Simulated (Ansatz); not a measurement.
`[SiH3][SiH]1[AlH][S]1`, 9 atoms. The species carries charge 0 and has multiplicity 1. All runs use 2 threads of an Arm Neoverse V1 on a shared host. Correlated methods freeze the cores.

Q: How many basis functions does each run have, and how long does it take in Ansatz? RKS ωB97M-V/def2-QZVPP energy; RHF-CCSD(T)/def2-TZVPP energy; RHF-MP2/def2-QZVPP energy; RKS PBE0-D4/def2-QZVPP energy; RHF-CCSD(T)/def2-SVP energy; RKS ωB97M-V/def2-SVP energy; RKS PBE0-D4/def2-TZVP relaxation (8 steps); RKS BHLYP-D4/def2-TZVPP energy; RKS ωB97X-V/def2-TZVPP energy; RKS PBE-D4/def2-TZVPP energy and forces; RKS PBE0-D4/def2-SVP energy; RKS r2SCAN-D4/def2-TZVPP energy and forces. (Best estimate.)

A: Computed: Other jobs shared the machine, so times are rough.

```csv
level,job,functions,wall time,peak host memory (GiB)
RKS PBE0-D4/def2-SVP,energy,97,1.9 s,0.45
RHF-CCSD(T)/def2-SVP,energy,97,3.2 s,0.45
RKS PBE-D4/def2-TZVPP,energy and forces,238,4.5 s,0.33
RKS BHLYP-D4/def2-TZVPP,energy,238,6 s,0.66
RKS ωB97M-V/def2-SVP,energy,97,9.5 s,0.45
RKS r2SCAN-D4/def2-TZVPP,energy and forces,238,9.5 s,0.36
RKS ωB97X-V/def2-TZVPP,energy,238,16 s,0.78
RKS PBE0-D4/def2-QZVPP,energy,430,17 s,1.5
RHF-MP2/def2-QZVPP,energy,430,29 s,2.2
RKS ωB97M-V/def2-QZVPP,energy,430,39 s,1.8
RKS PBE0-D4/def2-TZVP,relaxation (8 steps),178,48 s,0.48
RHF-CCSD(T)/def2-TZVPP,energy,238,98 s,3.7
```
